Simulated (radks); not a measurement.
The tin ion Sn2+, configuration [Ar] 3d10 4s2 4p5 4d10 5s2 5p1 (not the ground configuration). Calculated with a radial shooting solver on a logarithmic mesh with Libxc functionals: scalar-relativistic Kohn-Sham, Wu-Cohen GGA, spin-unpolarised, spherical densities, finite nucleus; Fermi nuclear charge, rms radius 4.6519 fm.

Normalised radial functions P(r) = r R(r), r in bohr:

r,4d
0.001005,0.0000
0.001161,0.0000
0.00134,0.0000
0.001548,0.0000
0.001774,0.0000
0.002048,0.0000
0.002366,0.0000
0.002732,0.0000
0.003155,0.0001
0.003644,0.0001
0.004208,0.0001
0.004821,0.0002
0.005568,0.0003
0.00643,0.0004
0.007426,0.0006
0.008577,0.0009
0.009905,0.0013
0.01144,0.0020
0.01311,0.0029
0.01514,0.0043
0.01748,0.0063
0.02019,0.0091
0.02331,0.0133
0.02692,0.0192
0.03109,0.0275
0.03562,0.0383
0.04114,0.0538
0.04751,0.0747
0.05487,0.1023
0.06337,0.1379
0.07319,0.1824
0.08452,0.2362
0.09684,0.2949
0.1118,0.3631
0.1292,0.4329
0.1492,0.4968
0.1723,0.5447
0.1989,0.5643
0.2298,0.5427
0.2632,0.4743
0.304,0.3444
0.3511,0.1565
0.4055,-0.0787
0.4683,-0.3404
0.5408,-0.5993
0.6245,-0.8232
0.7155,-0.9754
0.8264,-1.0547
0.9543,-1.0457
1.102,-0.9601
1.273,-0.8206
1.47,-0.6541
1.698,-0.4859
1.945,-0.3427
2.246,-0.2189
2.594,-0.1276
2.996,-0.0668
3.46,-0.0309
3.996,-0.0125
4.615,-0.0043
5.287,-0.0013
6.106,-0.0003
7.052,-0.0001
8.144,0.0000

4d: eigenvalue -50.517 eV, 1 radial node at r = 0.387 bohr, <r> = 1.06 bohr, 90 % of the charge inside 1.62 bohr.
